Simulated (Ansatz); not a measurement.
Ansatz (a first-principles code) input (RPA@PBE/cc-pV(T+d)Z):
A basis named .json is the Basis Set Exchange file of that set.

Ansatz 0.2 input:
```yaml
crystal:
  periodic: [false, false, false]
  atoms:
    - {symbol: C, position_ang: [-1.62031853, -0.91039641, 0.22479677]}
    - {symbol: B, position_ang: [-0.27445782, -0.10460642, 0.03016525]}
    - {symbol: S, position_ang: [-0.34372541, 1.64372667, -0.24531273]}
    - {symbol: S, position_ang: [1.34567204, -0.92232072, 0.08103191]}
    - {symbol: H, position_ang: [-1.69429391, -1.68740397, -0.54088478]}
    - {symbol: H, position_ang: [-2.51719573, -0.29410552, 0.17053886]}
    - {symbol: H, position_ang: [-1.60893180, -1.41015693, 1.19721187]}
    - {symbol: H, position_ang: [0.88347551, -2.16541835, 0.30202032]}
basis:
  gaussian:
    orbitals: cc-pV_T+d_Z.json
hamiltonian:
  xc: pbe
magnetization: {spin_polarized: true, initial_magnetization: 1}
correlation: {method: rpa, electrons: outside_noble_gas}
```

End of the output:

```
0.32 GiB of the device are held for the grids
1.06 GiB of device memory are held for the factors and their scratch space
mean field: 0.98 GiB planned
mean field evaluation 1: about -23429.1129 eV, gradient 4.6e1 eV
mean field evaluation 2: about -23429.1053 eV, gradient 4.6e1 eV
mean field evaluation 4: about -23436.7972 eV, gradient 2.2e1 eV
mean field evaluation 8: about -23439.6971 eV, gradient 3.6e-1 eV
mean field evaluation 16: about -23439.6966 eV, gradient 5.0e-4 eV
mean field evaluation 32: about -23439.0844 eV, gradient 4.3e-5 eV
mean field evaluation 64: about -23439.0838 eV, gradient 1.5e-1 eV
mean field evaluation 96: about -23439.0843 eV, gradient 1.5e-2 eV
mean field -23439.69658404 eV, -861.3929614666 hartree, gradient 3.6e-6 eV, S^2 0.754101; 8 other end points of the search recorded, 0 dependent functions left out
12 core orbitals not correlated
reference -23401.92956177 eV, -860.0050489975 hartree; 12, 11 occupied and 170, 171 virtual orbitals, 1112 factors
Total energy: -23430.40010291 eV, -861.0513220865 hartree
```

It need not be the lowest isomer of its formula.
